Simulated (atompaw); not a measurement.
What one change does to a pseudopotential (V (Z = 23), PAW (atompaw))

vanadium (V), PAW, made with atompaw 4.2.0.5 (PBE, scalar-relativistic). Core [Ne], reference 3s2 3p6 3d3 4s1 4p1. Waves: 3s (bound): rc 1.30 bohr; 4s (bound): rc 1.75 bohr; 3p (bound): rc 1.70 bohr; 4p (bound): rc 2.05 bohr; 3d (bound): rc 2.30 bohr; 3d channel at 4.3 Ry: rc 2.30 bohr. Local part: bessel scheme, radius 1.60 bohr. Core correction: smooth core density matched at 1.35 bohr. Augmentation charge: gaussian compensation charge, radius 2.00 bohr; PAW radius 2.30 bohr; waves and projectors: custom polynom2 7 10 vanderbiltortho.

All-electron outer shells of the reference configuration (PBE, scalar-relativistic, ld1.x):

| shell | level (eV) | outermost node (bohr) | outermost maximum (bohr) |
| --- | --- | --- | --- |
| 2s | -604.01 | 0.09 | 0.26 |
| 2p | -504.53 | – | 0.21 |
| 3s | -71.66 | 0.38 | 0.82 |
| 3p | -45.46 | 0.35 | 0.84 |
| 3d | -6.50 | – | 0.90 |
| 4s | -5.53 | 1.17 | 2.72 |
| 4p | -2.10 | 1.30 | 3.54 |

Change: augmentation gaussian compensation charge, radius 2.00 bohr; PAW radius 2.30 bohr; waves and projectors: custom rrkj vanderbiltortho.

Cutoffs: the cutoffs (Ry, on a coarse ladder) from which the occupation-weighted sum of valence levels, in a spherical-Bessel basis at the reference potential, stays within 10 and 1 mRy of its value at 400 Ry; they do not see the model core or the augmentation charge, which bear on the density cutoff.

Question: What does the change do?

Answer: The potential gets neither clearly harder nor softer (25 Ry and 100 Ry → 35 Ry and 55 Ry); the s channel sets the loose cutoff, while the largest relative change is in d, which becomes harder; the range in which the d phases agree widens (upper end 0.4 → 2.0); neither file shows a bound ghost.

| quantity | base | changed |
| --- | --- | --- |
| cutoff, loose | 25 Ry | 35 Ry |
| cutoff, tight | 100 Ry | 55 Ry |
| loose cutoff by channel (10 mRy a level) | s 18 Ry, p 21 Ry, d 12 Ry | s 25 Ry, p 25 Ry, d 18 Ry |
| bound ghosts | none | none |
| s: phases at 2.32 bohr within 0.05 rad from the reference energy up to (Ry; the scan ends near 5) | to the end of the scan | to the end of the scan |
| p: phases at 2.32 bohr within 0.05 rad from the reference energy up to (Ry; the scan ends near 5) | to the end of the scan | to the end of the scan |
| d: phases at 2.32 bohr within 0.05 rad from the reference energy up to (Ry; the scan ends near 5) | 0.4 | 2.0 |
| lowest overlap eigenvalue by channel | s 0.81, p 0.82, d 0.88 | s 0.09, p 0.63, d 0.84 |

 The cutoffs see the waves, projectors and local potential, not the compensation charge or the core.
